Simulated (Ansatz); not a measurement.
Ansatz (a first-principles code) input (CCSD(T)/aug-cc-pV(D+d)Z):
A basis named .json is the Basis Set Exchange file of that set.

Ansatz 0.2 input:
```yaml
crystal:
  periodic: [false, false, false]
  atoms:
    - {symbol: C, position_ang: [1.64306245, -0.87636580, -0.83614023]}
    - {symbol: Si, position_ang: [0.45000509, 0.30914126, -0.07594904]}
    - {symbol: F, position_ang: [0.33386076, 1.57114604, -1.05577744]}
    - {symbol: Cl, position_ang: [1.16977152, 1.05421880, 1.70734240]}
    - {symbol: N, position_ang: [-1.08208483, -0.36501533, 0.24675530]}
    - {symbol: Si, position_ang: [-2.04839174, -1.42735114, -0.72909391]}
    - {symbol: H, position_ang: [1.26538903, -1.24390709, -1.79192729]}
    - {symbol: H, position_ang: [2.60021204, -0.38503911, -1.01536395]}
    - {symbol: H, position_ang: [1.80883506, -1.73022815, -0.17843594]}
    - {symbol: H, position_ang: [-1.52027698, -0.02281390, 1.09214610]}
    - {symbol: H, position_ang: [-1.27939750, -1.70272788, -1.96153939]}
    - {symbol: H, position_ang: [-2.32555489, -2.70261340, -0.02684791]}
    - {symbol: H, position_ang: [-3.34643697, -0.80646393, -1.08069994]}
basis:
  gaussian:
    orbitals: aug-cc-pV_D+d_Z.json
magnetization: {spin_polarized: false}
correlation: {method: ccsd_t, electrons: outside_noble_gas}
output: {forces: true}
```

Output:

```
Functional definition: HF
integrals: 1.48 GiB planned
2256 factors; integrals over basis functions are off by at most 8.7e-4 eV
1.32 GiB of device memory are held for the factors and their scratch space
mean field: 1.74 GiB planned
mean field evaluation 1: about -33558.5272 eV, gradient 4.7e1 eV
mean field evaluation 2: about -33558.6231 eV, gradient 4.7e1 eV
mean field evaluation 4: about -33563.5708 eV, gradient 4.1e0 eV
mean field evaluation 8: about -33563.6343 eV, gradient 2.1e-1 eV
mean field evaluation 16: about -33562.3137 eV, gradient 2.4e1 eV
mean field -33563.63450812 eV, -1233.4408179249 hartree, gradient 3.7e-6 eV, S^2 0.000000; 0 other end points of the search recorded, 0 dependent functions left out
18 core orbitals not correlated
reference -33563.63450812 eV, -1233.4408179249 hartree; 19, 19 occupied and 191, 191 virtual orbitals, 2256 factors
densities: 9.81 GiB planned
second order -24.20357941 eV of doubles, -0.00000000 eV of singles
coupled cluster: 7.16 GiB planned
cycle   1  -25.20411304 eV  change    -1.0e0 eV  update   1.1e-1
cycle   2  -25.80177903 eV  change   -6.0e-1 eV  update   3.2e-2
cycle   3  -25.93995588 eV  change   -1.4e-1 eV  update   1.6e-2
cycle   4  -25.93603689 eV  change    3.9e-3 eV  update   3.3e-3
cycle   5  -25.93347814 eV  change    2.6e-3 eV  update   1.3e-3
cycle   6  -25.93368622 eV  change   -2.1e-4 eV  update   3.8e-4
cycle   7  -25.93361911 eV  change    6.7e-5 eV  update   1.3e-4
cycle   8  -25.93358148 eV  change    3.8e-5 eV  update   4.1e-5
cycle   9  -25.93358898 eV  change   -7.5e-6 eV  update   1.5e-5
cycle  10  -25.93359085 eV  change   -1.9e-6 eV  update   5.3e-6
perturbative correction -0.77763563 eV, -0.0285775822 hartree
the calculation of the forces begins
1.32 GiB of device memory are held for the factors and their scratch space
Total energy: -33590.34573459 eV, -1234.4224373922 hartree
Atom 0 at     1.643062    -0.876366    -0.836140 Å, force    -0.165844     0.172273     0.103134 eV/Å
Atom 1 at     0.450005     0.309141    -0.075949 Å, force     0.305120    -0.407762     0.287737 eV/Å
Atom 2 at     0.333861     1.571146    -1.055777 Å, force    -0.038118     0.682404    -0.531187 eV/Å
Atom 3 at     1.169772     1.054219     1.707342 Å, force     0.089467     0.092858     0.202012 eV/Å
Atom 4 at    -1.082085    -0.365015     0.246755 Å, force     0.035545     0.063299     0.209528 eV/Å
Atom 5 at    -2.048392    -1.427351    -0.729094 Å, force    -0.350008    -0.354248    -0.306058 eV/Å
Atom 6 at     1.265389    -1.243907    -1.791927 Å, force    -0.172940    -0.158639    -0.432476 eV/Å
Atom 7 at     2.600212    -0.385039    -1.015364 Å, force     0.427023     0.228548    -0.076639 eV/Å
Atom 8 at     1.808835    -1.730228    -0.178436 Å, force     0.070828    -0.388004     0.301743 eV/Å
Atom 9 at    -1.520277    -0.022814     1.092146 Å, force    -0.174513     0.142132     0.341977 eV/Å
Atom 10 at    -1.279397    -1.702728    -1.961539 Å, force     0.095796    -0.019884    -0.125173 eV/Å
Atom 11 at    -2.325555    -2.702613    -0.026848 Å, force    -0.018024    -0.106695     0.057049 eV/Å
Atom 12 at    -3.346437    -0.806464    -1.080700 Å, force    -0.104331     0.053718    -0.031647 eV/Å
Dipole moment:    -0.120827    -0.384945    -0.017093 e Å
```
